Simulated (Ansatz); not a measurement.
The cluster Li₇H₇⁺ (the lowest doublet isomer of a short search). Total charge 1; doublet. Geometry PBE-D4/def2-TZVP, basis def2-TZVP, Ansatz.

Cartesian coordinates in Å:
```
Li -1.862 0.527 0.869
Li 0.320 -1.871 -0.287
Li -1.840 0.224 -1.658
Li 0.893 2.359 1.808
Li -1.513 2.680 -0.443
Li 0.704 0.660 -0.112
Li 2.955 -0.079 0.768
H -0.014 -3.774 -1.043
H 2.059 1.347 1.111
H -0.599 1.893 0.994
H 0.731 -3.686 -1.152
H -0.932 -0.627 -0.258
H -2.648 1.331 -0.544
H 1.746 -0.982 -0.052
```

| run | HOMO (eV) | LUMO (eV) |
| --- | --- | --- |
| A | -5.89 | -5.04 |
| B | -5.64 | -4.93 |
| C | -7.58 | -2.36 |
| D | -8.05 | -2.79 |
| E | -5.88 | -4.55 |
| F | -6.37 | -4.41 |

LC-ωPBE has ω = 0.4 bohr⁻¹. In the doublet, H8 and H11 lie 0.76 Å apart (atoms count from 1), so H2 has formed as a molecule. The structure comes from a short search, and lower isomers may exist.

HOMO and LUMO are taken over both spins.

The runs used BLYP, HF, LC-ωPBE, PBE, PBE0, r2SCAN. Estimate which is which.

A PBE (0 % exact exchange); B BLYP (0 % exact exchange); C HF (100 % exact exchange); D LC-ωPBE (range-separated); E r2SCAN (0 % exact exchange); F PBE0 (25 % exact exchange). Exact exchange lowers occupied and raises empty levels; among semilocal functionals meta-GGAs tend to open the gap a little, and such runs are hard to tell apart. The gap grows from 0.72 eV (BLYP) to 5.26 eV (LC-ωPBE).
